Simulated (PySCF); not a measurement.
# Assigning NMR signals

Geometry:
```csv
atom,x (Å),y (Å),z (Å)
Si1,2.863,-0.469,0.154
N2,1.477,0.404,-0.361
C3,0.190,0.309,0.286
C4,-0.649,1.516,-0.037
C5,-1.953,1.428,-0.262
O6,-2.705,0.303,-0.165
C7,-2.033,-0.821,0.374
C8,-0.601,-0.940,-0.133
H9,2.789,-1.932,0.001
H10,3.944,0.058,-0.673
H11,3.015,-0.168,1.578
H12,1.377,0.597,-1.347
H13,0.387,0.265,1.365
H14,-0.139,2.459,-0.129
H15,-2.564,2.273,-0.547
H16,-2.632,-1.689,0.086
H17,-2.030,-0.741,1.470
H18,-0.609,-1.002,-1.224
H19,-0.136,-1.842,0.264
```

Computational details: geometry: GFN2-xTB, GIAO PBE0/pcSseg-1 shieldings, in PySCF (non-relativistic Hamiltonian, in vacuum, averaged over atoms made equivalent by symmetry, fast rotation or ring inversion, one computed conformer).

Scale: TMS for ¹³C (σ = 186.93 ppm), ¹H (σ = 31.72 ppm) (reference shieldings calculated alike).

Task: Assign these signals to the numbered atoms. ¹³C{¹H} NMR (computed): δ 152.5 (CH), 113.2 (CH), 67.4 (CH2), 50.0 (CH), 37.9 (CH2).

Result: 
| δ (ppm) | atoms | environment | reason |
| --- | --- | --- | --- |
| 152.5 | C5 | alkene carbon bearing oxygen | an sp2 carbon further deshielded by the attached heteroatom |
| 113.2 | C4 | β carbon of an enol-ether or enamine type C=C | the O or N lone pair pushes π density onto this β carbon and shields it |
| 67.4 | C7 | sp3 CH2 bonded to O | pulled downfield by the heteroatom |
| 50.0 | C3 | allylic sp3 CH bonded to N | the inductive effect lowers its shielding |
| 37.9 | C8 | sp3 CH2 in a ring | a saturated carbon with 2 carbon neighbours and no heteroatom attached |

Task: Assign these signals to the numbered atoms. ¹H NMR (400 MHz, computed): δ 6.48 (d, 1H), 4.88 (m, 1H), 4.69 (s, 3H), 4.31 (m, 1H), 4.07 (m, 1H), 3.46 (m, 1H), 2.01 (m, 1H), 1.36 (m, 1H), -0.34 (br s, 1H).

Result: 
| δ (ppm) | atoms | environment | reason |
| --- | --- | --- | --- |
| 6.48 | H15 | hydrogen on an alkene carbon bearing oxygen | olefinic region |
| 4.88 | H14 | hydrogen on a β carbon of an enol-ether or enamine type C=C | lone-pair donation from O or N shields it, upfield of ordinary alkene protons |
| 4.69 | H9/H10/H11 | hydrogen on a silicon bonded to N | – |
| 4.31 | H16 | hydrogen on an sp3 CH2 bonded to O | its carbon carries O, which withdraws density |
| 4.07 | H17 | hydrogen on an sp3 CH2 bonded to O | – |
| 3.46 | H13 | hydrogen on an allylic sp3 CH bonded to N | its carbon carries N, hence the downfield position |
| 2.01 | H19 | hydrogen on an sp3 CH2 in a ring | – |
| 1.36 | H18 | hydrogen on an sp3 CH2 in a ring | – |
| -0.34 | H12 | hydrogen on a nitrogen bonded to C, Si | exchangeable, gas-phase position |

Exchangeable OH/NH protons stand at their gas-phase positions; hydrogen bonding in a real sample shifts them, mostly to higher δ. Shifts are as computed. Against solution values, carbons near 30 ppm lie about +3 ppm off and those near 130 ppm about +5 ppm. Of 1309 compounds with measured shifts, 239 miss one by over three times the rms of a fit or turn the order of signals round; such compounds aren't used in these exercises. Multiplicities follow the n + 1 count of equivalent neighbours, as no J values were calculated; m marks all less simple cases, F and P coupling included.
